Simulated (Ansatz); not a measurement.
Basis sets compared for Au₃ (the lowest doublet isomer of a short search). Charge 0, multiplicity 2. Geometry PBE0-D4/def2-TZVP. Ansatz on 4 threads of Arm Neoverse V2 on a shared host; times are rough, and most runs start from earlier orbitals.

Cartesian coordinates in Å:
```
Au -1.6536 1.2049 -1.1839
Au 1.1913 -1.7397 1.0686
Au 0.4623 0.5348 0.1152
```

In the def2 sets Au takes a core potential; there is no spin–orbit coupling. The structure comes from a short search, and lower isomers may exist.

Binding counts from free atoms (Au doublet) in the same basis, without a counterpoise term.

```
                          level  functions  energy (Eh)  HOMO (eV)  LUMO (eV)  binding per atom (eV)  wall time
                PBE-D4/def2-SVP         96    -407.3488      -5.82      -5.47                   1.17      1.6 s
               PBE-D4/def2-TZVP        120    -407.3699      -5.84      -5.50                   1.20        2 s
            r2SCAN-D4/def2-TZVP        120    -407.4095      -5.97      -5.34                   1.20      4.8 s
               PBE0-D4/def2-SVP         96    -407.1995      -6.34      -4.58                   0.99      2.4 s
PBE0-D4/def2-TZVP (with forces)        120    -407.2198      -6.36      -4.59                   1.02      4.8 s
```

(1) Estimate the rows for PBE-D4/def2-TZVPD, r2SCAN-D4/def2-TZVPD, PBE0-D4/def2-TZVPD.

Results:

(1) 
| level | functions | energy (Eh) | HOMO (eV) | LUMO (eV) | binding per atom (eV) | wall time |
| --- | --- | --- | --- | --- | --- | --- |
| PBE-D4/def2-TZVPD | 129 | -407.3713 | -5.83 | -5.48 | 1.21 | 2.1 s |
| r2SCAN-D4/def2-TZVPD | 129 | -407.4110 | -5.96 | -5.32 | 1.22 | 4.9 s |
| PBE0-D4/def2-TZVPD | 129 | -407.2214 | -6.35 | -4.57 | 1.04 | 2.9 s |
